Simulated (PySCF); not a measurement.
Si(F)2(Me)(NCO) (C₂H₃F₂NOSi), SMILES C[Si](F)(N=C=O)F.

Geometry optimised at B3LYP-D3(BJ)/def2-SVP. One conformer was computed; it need not be the lowest.

These are B3LYP-D3(BJ)/def2-SVP run with PySCF 2.14.0 values and carry that method's errors.

Frequencies are harmonic and unscaled.

```tsv
mode	ν (cm⁻¹)	IR (km/mol)	moving atoms (share of kinetic energy)
1	48	0.7	O 30 %, N 30 %, C 18 %, F 12 %
2	52	0.0	F 35 %, N 32 %, O 29 %
3	133	0.0	H 97 %
4	211	0.1	F 49 %, C 21 %, H 20 %
5	212	0.4	C 27 %, N 25 %, F 23 %, H 21 %
6	295	22.7	F 64 %, N 9 %, O 9 %
7	310	11.9	F 37 %, N 33 %, Si 17 %
8	362	58.0	F 43 %, Si 20 %, C 17 %, N 15 %
9	572	64.3	C 28 %, Si 22 %, O 20 %, F 16 %, H 9 %
10	619	34.7	C 71 %, O 15 %, N 13 %
11	623	34.7	C 71 %, O 15 %, N 14 %
12	740	79.7	H 29 %, C 28 %, Si 24 %, F 16 %
13	787	3.7	H 68 %, C 21 %, F 11 %
14	818	184.9	H 49 %, Si 25 %, C 22 %
15	916	228.2	Si 46 %, F 42 %
16	973	195.0	Si 50 %, F 43 %
17	1292	42.5	H 76 %, C 23 %
18	1427	4.9	H 96 %
19	1429	2.1	H 96 %
20	1545	67.2	N 57 %, O 39 %
21	2460	1490.7	C 70 %, N 19 %, O 12 %
22	3043	0.1	H 97 %
23	3138	0.8	H 91 %, C 9 %
24	3139	0.9	H 91 %, C 9 %
```
